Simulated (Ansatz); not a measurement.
Species: C2H4N, charge 0, multiplicity 2. It need not be the lowest isomer of its formula. 
Structure (B3LYP-D3(BJ)/def2-TZVP (Ansatz, a program for electronic structure) minimum search):
```xyz
7

C      1.0759    -0.4011    -0.0139
N     -0.1232     0.3974     0.1557
C     -1.2726     0.1063    -0.1449
H      1.7804     0.1518    -0.6362
H      1.5399    -0.5489     0.9618
H      0.8639    -1.3706    -0.4709
H     -2.1415     0.7548     0.0087
```
Charge 0, spin multiplicity 2.

Basis-set convergence of Hartree-Fock and MP2 correlation energies (hartree) with Ansatz. Valence correlation only, unless marked. Open shells are spin-unrestricted. No spin-orbit coupling. Non-relativistic.

| basis | functions | E(HF) | E(corr, MP2) |
|---|---|---|---|
| cc-pVDZ | - | -132.44099 | -0.41316 |
| cc-pVTZ | 146 | ? | ? |

Complete the blanks.


- cc-pVTZ, E(HF): -132.47873
- cc-pVTZ, E(corr, MP2): -0.50848
